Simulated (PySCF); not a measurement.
B3LYP has the VWN-RPA correlation part, as in Gaussian. Excitations are Tamm–Dancoff values on a coarser integration grid. The basis has no diffuse functions, so Rydberg states are missing or too high.

Z-matrix (Å, degrees):
```
C
C 1 1.2619
H 2 1.0689 1 163.68
C 1 1.4575 2 163.53 3 0.05
H 4 1.0877 1 110.67 2 0.00
H 4 1.0914 5 109.60 1 -120.83
H 4 1.0914 5 109.60 6 -118.33
O 1 1.4647 2 66.02 3 -179.96
```
Charge 0, multiplicity 1.

Q: Predict the LUMO, HOMO, S1 excitation (TDA), S1 oscillator strength and total energy from B3LYP-D3(BJ)/def2-TZVP // M06-2X/def2-TZVP in PySCF.

A: 
The LUMO is -0.14 eV. The HOMO is -5.22 eV and the S1 excitation (TDA) is 4.39 eV. The S1 oscillator strength is 0.078 and the total energy comes out as -191.8908 Ha.
